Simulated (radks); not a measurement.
Results of a calculation; reference values are marked as such.
How relativity changes the ionisation of neutral palladium ([Kr] 4d10) to Pd+ ([Kr] 4d9). Spin-unpolarised spherical Kohn-Sham, PBE, point nucleus unless stated (finite: rms radius 4.5318 fm), a radial shooting solver on a logarithmic mesh with Libxc functionals. A level marked "c x" has the speed of light scaled by that factor and shares open shells by 2j + 1; other Dirac levels either fill j = l - 1/2 first or share by 2j + 1.

level                               E(Pd) (hartree)  E(Pd+) (hartree)  IE (eV)   HOMO  <r> HOMO (bohr)
non-rel.                                -4939.79345       -4939.45340    9.253     4d            1.573
scalar-rel.                             -5045.89144       -5045.55646    9.115     4d            1.590
scalar-rel., finite nucleus             -5045.79436       -5045.45938    9.115     4d            1.590
Dirac, 2j+1 shares                      -5046.94088       -5046.60573    9.120  4d5/2            1.606
Dirac, low j first                      -5046.94088       -5046.61278    8.928  4d5/2            1.606
Dirac, 2j+1 shares, finite nucleus      -5046.84357       -5046.50843    9.120  4d5/2            1.606
Dirac, c x 0.85                         -5091.52693       -5091.19341    9.075  4d5/2            1.619
Dirac, c x 2                            -4965.46970       -4965.13097    9.217  4d5/2            1.581
Dirac, c x 3                            -4951.11950       -4950.78004    9.237  4d5/2            1.577

NIST Atomic Spectra Database: 8.337 eV (measured). The relativistic part of the total energy of Pd is -107.1 hartree (Dirac, 2j+1 shares, finite nucleus), 2.2 % of the non-relativistic value. Spin polarisation and multiplet splitting of open shells are left out at every level.

Beside tabulated values, note that relativity, absent from the non-relativistic runs, is large for the heavy elements, and spin-unpolarised runs miss the spin-polarisation part of the exchange energy of open shells.
